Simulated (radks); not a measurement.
Species: Er. Configuration: [Kr] 4d10 4f12 5s1 5p6 6s2 6p1 (not the ground configuration).

Method: Dirac Kohn-Sham, PBE, spin-unpolarised, spherical densities, point nucleus; open shells fill j = l - 1/2 first; computed with a radial shooting solver on a logarithmic mesh with Libxc functionals.

Energy parts (eV):
total: -356409.15
kinetic: 393458.02
electron-nucleus: -881529.57
Hartree: 139253.46
exchange-correlation: -7591.05

Orbitals (lengths in bohr, moments of r in powers of bohr; r(max) is where P^2 peaks):
| orbital | occ. | eigenvalue (eV) | r(max) | <1/r> |
|---|---|---|---|---|
| 1s1/2 | 2 | -57316.53 | 0.01285 | 77.59 |
| 2s1/2 | 2 | -9629.064 | 0.07340 | 18.66 |
| 2p1/2 | 2 | -9170.997 | 0.05512 | 18.63 |
| 2p3/2 | 4 | -8254.013 | 0.06134 | 16.15 |
| 3s1/2 | 2 | -2162.402 | 0.2074 | 6.828 |
| 3p1/2 | 2 | -1961.596 | 0.1950 | 6.742 |
| 3p3/2 | 4 | -1768.985 | 0.2080 | 6.110 |
| 3d3/2 | 4 | -1425.958 | 0.1642 | 5.995 |
| 3d5/2 | 6 | -1383.863 | 0.1678 | 5.841 |
| 4s1/2 | 2 | -432.0922 | 0.4744 | 2.854 |
| 4p1/2 | 2 | -351.8875 | 0.4766 | 2.744 |
| 4p3/2 | 4 | -308.6249 | 0.5043 | 2.526 |
| 4d3/2 | 4 | -176.7354 | 0.5072 | 2.303 |
| 4d5/2 | 6 | -168.8809 | 0.5162 | 2.249 |
| 5s1/2 | 1 | -58.3804 | 1.110 | 1.076 |
| 5p1/2 | 2 | -36.3705 | 1.207 | 0.9500 |
| 5p3/2 | 4 | -30.7129 | 1.290 | 0.8746 |
| 4f5/2 | 6 | -10.5734 | 0.5073 | 1.679 |
| 4f7/2 | 6 | -9.4717 | 0.5127 | 1.652 |
| 6s1/2 | 2 | -5.6331 | 3.090 | 0.3515 |
| 5d3/2 | 0 | -4.2531 | 1.790 | 0.5316 |
| 5d5/2 | 0 | -3.8856 | 1.842 | 0.5128 |
| 6p1/2 | 1 | -2.3491 | 3.902 | 0.2667 |
| 6p3/2 | 0 | -1.9702 | 4.184 | 0.2471 |

The highest occupied level is 6p1/2 at -2.349 eV. The configuration is held as typed, so some empty levels lie below it. The density falls to 0.001 e/bohr^3 at r = 5.38 bohr. Summed over all electrons, <r^2> = 88.72 bohr^2, which gives a Langevin (diamagnetic) susceptibility term of -70.3 x 10^-6 cm^3/mol.
